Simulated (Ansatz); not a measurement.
iodoethane (C2H5I), singlet, geometry from GFN2-xTB (core potentials on I). Base run: Ansatz (a quantum-chemistry and plane-wave program) with B3LYP/def2-SV(P).

Here is a job for Ansatz.
Ansatz 0.2 input:
```yaml
crystal:
  periodic: [false, false, false]
  atoms:
    - {symbol: C, position_ang: [-2.41282299, -0.33439221, -0.19734937]}
    - {symbol: C, position_ang: [-1.09297230, -1.03502268, -0.42130964]}
    - {symbol: I, position_ang: [0.58937418, 0.22523880, 0.10213485]}
    - {symbol: H, position_ang: [-2.53635536, -0.05580000, 0.84720779]}
    - {symbol: H, position_ang: [-3.22617604, -1.00502504, -0.47345954]}
    - {symbol: H, position_ang: [-2.48722794, 0.56497300, -0.80528000]}
    - {symbol: H, position_ang: [-1.00085071, -1.92477394, 0.19601841]}
    - {symbol: H, position_ang: [-0.95144947, -1.30054098, -1.46567976]}
basis:
  gaussian:
    orbitals: def2-SV_P_.json
hamiltonian:
  xc: b3lyp
```
The basis file holds def2-SV(P) in the JSON format of the Basis Set Exchange.

Variants of this job, named by their change:

```tsv
change	basis functions	E (Eh)
base	64	-376.94910
basis = jorge-DZP-DKH; relativity = spin-free X2C; nucleus = Gaussian	103	-7189.16620
basis = ANO-RCC-VDZP; relativity = spin-free X2C	96	-7194.98976
basis = ANO-RCC-VDZP; relativity = none	96	-6756.85284
basis = jorge-DZP-DKH; relativity = none	103	-6923.48493
basis = x2c-TZVPall; relativity = none	152	-6846.66647
basis = ANO-RCC-VDZP; relativity = spin-free X2C; nucleus = Gaussian	96	-7194.75131
basis = jorge-DZP-DKH; relativity = spin-free X2C	103	-7189.36841
basis = x2c-TZVPall; relativity = spin-free X2C	152	-7195.16179
basis = x2c-TZVPall; relativity = spin-free X2C; nucleus = Gaussian	152	-7194.95985
```

Total energies compare only within one method and basis.

Ansatz warned in this series: the basis is contracted for relativity, which the run leaves out.

Basis sets contracted for a relativistic Hamiltonian are a mismatch without it, so the rows without relativity aren't non-relativistic limits. No row has spin-orbit coupling; sets with core potentials leave out the core electrons.
